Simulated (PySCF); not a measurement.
# A search over the determinants of SrSb

Unrestricted PBE0; Sr def2-SVP with ECP28, Sb def2-SVP with ECP28; scalar-relativistic core potentials (PySCF 2.14). Outer shells of the fragments: Sr 5s2; Sb 4d10 5s2 5p3.

Followed along the bond (rough minima from three points):

```json
{"2Ms+1": "4", "unpaired": "σ ↑, π ↑↑", "⟨S²⟩ at the start": "3.75", "R at minimum (Å)": "3.27", "Te (eV)": "0.00"}
{"2Ms+1": "2", "unpaired": "π ↑", "⟨S²⟩ at the start": "0.97", "R at minimum (Å)": "2.97", "Te (eV)": "0.05"}
{"2Ms+1": "2", "unpaired": "σ ↓, π ↑↑", "⟨S²⟩ at the start": "1.76", "R at minimum (Å)": "3.24", "Te (eV)": "0.09"}
{"2Ms+1": "2", "unpaired": "σ ↑, π ↑↓", "⟨S²⟩ at the start": "1.76", "R at minimum (Å)": "3.25", "Te (eV)": "0.34"}
{"2Ms+1": "4", "unpaired": "σ ↑↑, π ↑", "⟨S²⟩ at the start": "3.75", "R at minimum (Å)": "3.08", "Te (eV)": "0.71"}
```

Solutions found at the starting distance of 3.075 Å, counted from the lowest of them; the search is not exhaustive and high or unbound solutions are not listed, so other states can lie among these:

```json
{"2Ms+1": "4", "unpaired": "σ ↑, π ↑↑", "term": "⁴Σ⁻", "E (eV)": "0.00", "⟨S²⟩": "3.75", "⟨Lz²⟩": "0.00", "μ (D)": "-3.78"}
{"2Ms+1": "2", "unpaired": "π ↑", "term": "²Π", "E (eV)": "0.01", "⟨S²⟩": "0.97", "⟨Lz²⟩": "1.01", "μ (D)": "-7.94"}
{"2Ms+1": "2", "unpaired": "σ ↓, π ↑↑", "term": "mixed", "E (eV)": "0.07", "⟨S²⟩": "1.76", "⟨Lz²⟩": "0.00", "μ (D)": "-4.08"}
{"2Ms+1": "2", "unpaired": "σ ↑, π ↑↓", "term": "mixed", "E (eV)": "0.33", "⟨S²⟩": "1.76", "⟨Lz²⟩": "2.01", "μ (D)": "-3.91"}
{"2Ms+1": "4", "unpaired": "σ ↑↑, π ↑", "term": "⁴Π", "E (eV)": "0.65", "⟨S²⟩": "3.75", "⟨Lz²⟩": "1.02", "μ (D)": "-4.44"}
{"2Ms+1": "2", "unpaired": "σ ↑", "term": "²Σ⁺", "E (eV)": "1.07", "⟨S²⟩": "0.76", "⟨Lz²⟩": "0.00", "μ (D)": "-11.07"}
{"2Ms+1": "2", "unpaired": "σ ↑", "term": "mixed", "E (eV)": "1.17", "⟨S²⟩": "0.75", "⟨Lz²⟩": "2.01", "μ (D)": "-3.70"}
{"2Ms+1": "4", "unpaired": "π ↑↑↑", "term": "⁴Π", "E (eV)": "1.47", "⟨S²⟩": "3.75", "⟨Lz²⟩": "1.00", "μ (D)": "-2.00"}
{"2Ms+1": "4", "unpaired": "π ↑↑, δ ↑", "term": "⁴Δ", "E (eV)": "1.66", "⟨S²⟩": "3.76", "⟨Lz²⟩": "4.00", "μ (D)": "-6.46"}
{"2Ms+1": "2", "unpaired": "π ↑↑, δ ↓", "term": "mixed", "E (eV)": "1.68", "⟨S²⟩": "1.80", "⟨Lz²⟩": "4.00", "μ (D)": "-6.16"}
```

A term symbol is given only where ⟨S²⟩ and ⟨Lz²⟩ are close to those of a pure state; real π, δ and φ orbitals otherwise mix terms. A positive dipole means Sr(−)Sb(+).

Spin–orbit coupling is left out.
